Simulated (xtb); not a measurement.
C2H2F (SMILES C=[C-]F), charge -1, singlet, at a GFN2-xTB geometry; GFN2-xTB in xtb.

Input for xtb:
```
$ xtb mol.xyz --gfn 2 --chrg -1 --opt --json

# file mol.xyz
5

C      0.02235176     0.64734323    -0.01980650
C      1.14806260    -0.07296494    -0.02704209
F     -1.15423518    -0.30467257     0.03842180
H      1.26753555    -1.17115514     0.00255423
H      2.09809485     0.46693855    -0.06725891
```

### Question
Write the output that xtb gives for this input, abridged.

### Answer

```
   ID    Z sym.   atoms
    1    6 C      1, 2
    2    9 F      3
    3    1 H      4, 5

           -------------------------------------------------
          |                Calculation Setup                |
           -------------------------------------------------

           -------------------------------------------------
          |                 G F N 2 - x T B                 |
           -------------------------------------------------

          ...................................................
          :                      SETUP                      :
          :.................................................:
          :  # basis functions                  14          :
          :  # atomic orbitals                  14          :
          :  # shells                            8          :
          :  # electrons                        18          :
          :  max. iterations                   250          :
          :  Hamiltonian                  GFN2-xTB          :
          :  restarted?                      false          :
          :  GBSA solvation                  false          :
          :  PC potential                    false          :
          :  electronic temp.          300.0000000     K    :
          :  accuracy                    1.0000000          :
          :  -> integral cutoff          0.2500000E+02      :
          :  -> integral neglect         0.1000000E-07      :
          :  -> SCF convergence          0.1000000E-05 Eh   :
          :  -> wf. convergence          0.1000000E-03 e    :
          :  Broyden damping             0.4000000          :
          :  net charge                         -1          :
          :  unpaired electrons                  0          :
          ...................................................

 iter      E             dE          RMSdq      gap      omega  full diag
   1    -10.1822489 -0.101822E+02  0.646E+00    4.32       0.0  T
   2    -10.1888312 -0.658228E-02  0.375E+00    4.18       1.0  T
   3    -10.1754884  0.133428E-01  0.210E+00    4.53       1.0  T
   4    -10.1921413 -0.166529E-01  0.467E-01    4.35       1.0  T
   5    -10.1923056 -0.164262E-03  0.171E-01    4.40       1.0  T
   6    -10.1923125 -0.690571E-05  0.503E-02    4.41       1.0  T
   7    -10.1923121  0.357354E-06  0.306E-02    4.42       1.5  T
   8    -10.1923145 -0.231313E-05  0.339E-03    4.42      13.2  T
   9    -10.1923144  0.299755E-07  0.362E-03    4.42      12.4  T
[...]
         :: total energy             -10.111337935998 Eh    ::
 * total energy  :   -10.1113379 Eh     change       -0.1619060E-09 Eh
   *** GEOMETRY OPTIMIZATION CONVERGED AFTER 1 ITERATIONS ***
         :: total energy             -10.111337936160 Eh    ::
[...]
        13                          0.5120346              13.9332
        14                          0.8120320              22.0965
      -------------------------------------------------------------
                  HL-Gap            0.1624170 Eh            4.4196 eV
             Fermi-level           -0.0054659 Eh           -0.1487 eV

     #   Z          covCN         q      C6AA      α(0)
     1   6 C        1.745    -0.225    37.978     9.968
     2   6 C        2.830    -0.106    30.669     9.075
     3   9 F        0.768    -0.445    14.110     4.437
     4   1 H        0.922    -0.114     6.075     3.855
     5   1 H        0.924    -0.110     5.924     3.806

 Mol. C6AA /au·bohr⁶  :        409.164244
 Mol. C8AA /au·bohr⁸  :       9016.814196
 Mol. α(0) /au        :         31.140366

Wiberg/Mayer (AO) data.
largest (>0.10) Wiberg bond orders for each atom

 ---------------------------------------------------------------------------
     #   Z sym  total        # sym  WBO       # sym  WBO       # sym  WBO
 ---------------------------------------------------------------------------
     1   6 C    2.784 --     2 C    1.956     3 F    0.788
     2   6 C    3.903 --     1 C    1.956     5 H    0.965     4 H    0.948
     3   9 F    0.846 --     1 C    0.788
     4   1 H    0.987 --     2 C    0.948
     5   1 H    0.988 --     2 C    0.965
 ---------------------------------------------------------------------------

Topologies differ in total number of bonds
Writing topology from bond orders to xtbtopo.mol

molecular dipole:
                 x           y           z       tot (Debye)
 q only:        0.023       0.151      -0.005
   full:        0.360      -0.407       0.003       1.381
molecular quadrupole (traceless):
                xx          xy          yy          xz          yz          zz
 q only:       -4.434      -0.480       1.373       0.205       0.063       3.060
  q+dip:       -2.871      -1.514       0.257       0.185       0.109       2.614
   full:       -3.054      -0.703      -0.197       0.181       0.121       3.250

optimized geometry written to: xtbopt.xyz

           -------------------------------------------------
          | TOTAL ENERGY              -10.111337936160 Eh   |
          | GRADIENT NORM               0.000022732322 Eh/α |
          | HOMO-LUMO GAP               4.419592166135 eV   |
           -------------------------------------------------

normal termination of xtb
```
